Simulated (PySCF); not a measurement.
CH6ClFSi2, SMILES Cl[Si@@](F)(C)[SiH3].

The structure is a stationary point at PBE0-D3(BJ)/def2-SVP. The structure was generated by enumeration; whether it is a known compound was not checked.

Two levels are set side by side: PBE/def2-TZVP (PySCF) and CAM-B3LYP/def2-TZVP (PySCF). Same geometry, gas phase. Differences are taken from unrounded values.

```csv
quantity,PBE
orbital gap (eV),5.87
highest occupied level (eV),-6.98
lowest empty level (eV),-1.11
dipole moment (D),2.03
mean polarisability (bohr³),80.5
```

Task: These are the PBE values. What does CAM-B3LYP give? (An estimate is asked for; the answer gives what the named calculation found.)

Result: 
```tsv
quantity	CAM-B3LYP	PBE minus CAM-B3LYP
orbital gap (eV)	10.37	-4.50
highest occupied level (eV)	-9.52	2.53
lowest empty level (eV)	0.85	-1.97
dipole moment (D)	2.16	-0.13
mean polarisability (bohr³)	76.3	4.2
```

PBE's occupied levels lie high since its potential decays too fast outside the molecule; exact exchange lowers them and widens the gap. Loosely held outer electrons make PBE densities more polarisable. Differences between two approximate levels are no errors against the true value.

Rough cost on one machine, each run with all the roots and properties that it gave: CAM-B3LYP against PBE within a factor of 2.
